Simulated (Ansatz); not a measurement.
The same path of CH$_{5}$FOSi (9 atoms, charge 0, multiplicity 1) was run 3 times with different band settings. Lost on the way: Si1–F2, C4–H5. Made: Si1–C4, F2–H5.

Theory: RKS r2SCANh-D4/def2-SVP (Ansatz 0.2.0).

Relaxed end points:

```xyz
9
Properties=species:S:1:pos:R:3
Si -1.248 -0.120 0.472
F -1.409 1.381 1.061
O -0.138 -0.146 -0.737
C 1.248 0.057 -0.593
H 1.480 1.121 -0.417
H -0.808 -0.967 1.611
H -2.535 -0.535 -0.120
H 1.664 -0.533 0.242
H 1.747 -0.258 -1.520
```

```xyz
9
Properties=species:S:1:pos:R:3
Si -0.773 -0.564 0.177
F -0.478 2.083 0.970
O 0.195 -1.644 -0.678
C 0.892 -0.362 -0.561
H 0.221 1.697 0.492
H -0.940 -0.835 1.619
H -1.980 -0.075 -0.521
H 1.813 -0.429 0.035
H 1.052 0.128 -1.532
```

Common settings: spring 5.0 eV/Å²; optimiser quadratic models (default); start path through a guess of the saddle point; force threshold 0.05 eV/Å; end points relaxed.

| run | movable images | climbing image | iteration limit |
| --- | --- | --- | --- |
| 1 | 5 | yes | 60 |
| 2 | 5 | yes | 6 |
| 3 | 8 | no | 60 |

Q: What does each run give, and how far can it be trusted?

A: Run 1: converged after 14 iterations, highest image 3.742 eV above the first end. Neighbouring images differ by up to 1.9 eV, so the band resolves the path poorly. A vibrational analysis at the climbing image gives one clearly imaginary mode, 777i cm⁻¹: a first-order saddle point.
Run 2: not converged after 6 iterations, highest image 3.494 eV above the first end. The band didn't meet its force threshold, so its energies are provisional: the largest band force was still 0.32 eV/Å, and over the last iterations the top moved between 3.49 and 3.52 eV.
Run 3: converged after 9 iterations, highest image 3.666 eV above the first end. Neighbouring images differ by up to 1.8 eV, so the band resolves the path poorly. No image climbed, so the highest image needn't sit at the top of the path.
The orbitals stay closed-shell, which can raise the energy where a bond breaks towards radicals; this wasn't checked here.
